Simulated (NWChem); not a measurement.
## H5BN2

SMILES: NBN
```xyz
8

B      0.0000     0.0000     0.4932
H      0.0000     0.0000     1.7068
N      1.2431     0.0000    -0.1759
H      2.1178     0.0000     0.3260
H      1.3522     0.0000    -1.1808
N     -1.2431     0.0000    -0.1759
H     -1.3522     0.0000    -1.1808
H     -2.1178     0.0000     0.3260
```
Charge 0, spin multiplicity 1.

The numbers come from NWChem runs, not from measurements. Structure: optimised with PBE0/def2-SVP, a minimum by its harmonic frequencies. It is one conformer; others weren't searched.

Symmetry labels belong to the abelian group C2v used in the runs, with the axes of the coordinates shown.

The structure started from a generated list of species.

Task: List the lowest 4 singlet excitations that TDA-LDA (SVWN5)/def2-SVP gives, with oscillator strengths.

Result: 
```json
[
 {"state": "1", "symmetry": "a2", "energy (eV)": "6.42", "wavelength (nm)": "193", "f": "0.000"},
 {"state": "2", "symmetry": "b2", "energy (eV)": "7.10", "wavelength (nm)": "175", "f": "0.008"},
 {"state": "3", "symmetry": "a2", "energy (eV)": "7.56", "wavelength (nm)": "164", "f": "0.000"},
 {"state": "4", "symmetry": "b2", "energy (eV)": "8.28", "wavelength (nm)": "150", "f": "0.037"}
]
```
